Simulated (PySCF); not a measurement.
C₅H₇FO, SMILES C=C1C[C@@](C)(F)O1. Coordinates come from a PBE-D3(BJ)/def2-SVP optimisation. The structure was generated by enumeration; whether it is a known compound was not checked.

Computed equilibrium geometry at PBE-D3(BJ)/def2-SVP (PySCF confirms it by a frequency run) as Cartesian coordinates in Å:
```xyz
14

C      2.3823     0.2887     1.0018
C      1.1776     0.2161     0.4225
C      0.2743     1.0935    -0.4122
C     -0.6993    -0.1018    -0.2970
C     -2.0141     0.0390     0.4292
F     -0.9131    -0.7339    -1.5018
O      0.2761    -0.8454     0.4691
H      2.7758    -0.5524     1.5893
H      2.9896     1.1956     0.8862
H      0.6095     1.2668    -1.4528
H     -0.0571     2.0446     0.0471
H     -1.8672     0.5441     1.4023
H     -2.4392    -0.9676     0.6090
H     -2.7270     0.6247    -0.1830
```
